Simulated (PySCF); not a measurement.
PySCF 2.14 output of a UHF calculation on a single atom or ion in x2c-TZVPPall (8s6p6d2f1g, 79 functions), with scalar relativity by spin-free X2C-1e:

```
SCF conv_tol = 1e-09
number electrons alpha = 23  beta = 18
cycle= 1 E= -3817.17754787984  delta_E= -0.00797  |g|= 0.0287  |ddm|= 0.0785
cycle= 2 E= -3817.17834475339  delta_E= -0.000797  |g|= 0.00953  |ddm|= 0.0352
cycle= 3 E= -3817.1787052653  delta_E= -0.000361  |g|= 0.00585  |ddm|= 0.031
cycle= 4 E= -3817.17897080876  delta_E= -0.000266  |g|= 0.00417  |ddm|= 0.0329
cycle= 5 E= -3817.17917521084  delta_E= -0.000204  |g|= 0.00142  |ddm|= 0.0508
cycle= 6 E= -3817.17918931778  delta_E= -1.41e-05  |g|= 0.000431  |ddm|= 0.0142
cycle= 7 E= -3817.1791896892  delta_E= -3.71e-07  |g|= 6.92e-05  |ddm|= 0.00203
cycle= 8 E= -3817.17918970541  delta_E= -1.62e-08  |g|= 2e-05  |ddm|= 0.000492
cycle= 9 E= -3817.17918970619  delta_E= -7.79e-10  |g|= 4.46e-06  |ddm|= 0.000112
converged SCF energy = -3817.17918970619  <S^2> = 8.754879  2S+1 = 6.0016261
```

The run itself started from symmetry-adapted Hartree-Fock orbitals and held the occupation by maximum overlap, so the iterations belong to that start.

Task: Which element, charge and spin multiplicity is this?

Result: Nb (niobium, neutral), multiplicity 6; the state was [Kr] 4d3 5s1 5p1, one real determinant (an excited configuration).

⟨L²⟩ = 13.93 against 20 for a pure G term, so this real determinant mixes terms.
